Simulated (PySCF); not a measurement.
Isomers of C4H7F3OSi, mass 156.022 u with the commonest isotopes. Method: PBE0/pcSseg-1 in PySCF (dipole) on a GFN2-xTB geometry, gas phase. One conformer each, none proved a minimum here; rigid rotors.

Question: Order these by dipole moment, smallest first.
A. `[CH3:1][C@@H:2]([F:3])[Si@@H:4]([CH:5]=[O:6])[CH:7]([F:8])[F:9]` with C1–C2–Si4–C5 65°, C2–Si4–C5–O6 -28°, C2–Si4–C7–F8 -69°
B. `[CH2:1]=[CH:2][C@@H:3]([O:4][SiH2:5][F:6])[CH:7]([F:8])[F:9]` with C1–C2–C3–O4 -6°, C2–C3–O4–Si5 151°, C3–O4–Si5–F6 178°, C2–C3–C7–F8 174°
C. `[CH3:1][O:2][C@@H:3]1[SiH2:4][C@:5]1([F:6])[CH:7]([F:8])[F:9]` with C1–O2–C3–Si4 -81°, Si4–C5–C7–F8 -20°

Answer: A (1.14 D), B (3.14 D), C (3.48 D).

Question: Order these by rotational constant A, smallest first.
A. `[CH3:1][C@@H:2]([F:3])[Si@@H:4]([CH:5]=[O:6])[CH:7]([F:8])[F:9]` with C1–C2–Si4–C5 65°, C2–Si4–C5–O6 -28°, C2–Si4–C7–F8 -69°
B. `[CH2:1]=[CH:2][C@@H:3]([O:4][SiH2:5][F:6])[CH:7]([F:8])[F:9]` with C1–C2–C3–O4 -6°, C2–C3–O4–Si5 151°, C3–O4–Si5–F6 178°, C2–C3–C7–F8 174°
C. `[CH3:1][O:2][C@@H:3]1[SiH2:4][C@:5]1([F:6])[CH:7]([F:8])[F:9]` with C1–O2–C3–Si4 -81°, Si4–C5–C7–F8 -20°

Answer: A (1544 MHz), B (1637 MHz), C (1820 MHz).

Question: Order these by rotational constant B, smallest first.
A. `[CH2:1]=[CH:2][C@@H:3]([O:4][SiH2:5][F:6])[CH:7]([F:8])[F:9]` with C1–C2–C3–O4 -6°, C2–C3–O4–Si5 151°, C3–O4–Si5–F6 178°, C2–C3–C7–F8 174°
B. `[CH3:1][O:2][C@@H:3]1[SiH2:4][C@:5]1([F:6])[CH:7]([F:8])[F:9]` with C1–O2–C3–Si4 -81°, Si4–C5–C7–F8 -20°
C. `[CH3:1][C@@H:2]([F:3])[Si@@H:4]([CH:5]=[O:6])[CH:7]([F:8])[F:9]` with C1–C2–Si4–C5 65°, C2–Si4–C5–O6 -28°, C2–Si4–C7–F8 -69°

Answer: C (991.2 MHz), B (1065 MHz), A (1130 MHz).

```tsv
SMILES	point group	Ia (u·Å²)	Ib (u·Å²)	Ic (u·Å²)	κ	μa (D)	μb (D)	μc (D)
C=C[C@@H](O[SiH2]F)C(F)F	C1	308.74	447.36	646.25	-0.19	2.87	0.38	1.22
CO[C@@H]1[SiH2][C@]1(F)C(F)F	C1	277.61	474.64	545.95	-0.69	3.33	0.81	0.60
C[C@@H](F)[Si@@H](C=O)C(F)F	C1	327.29	509.88	712.39	-0.32	0.57	0.36	0.91
```
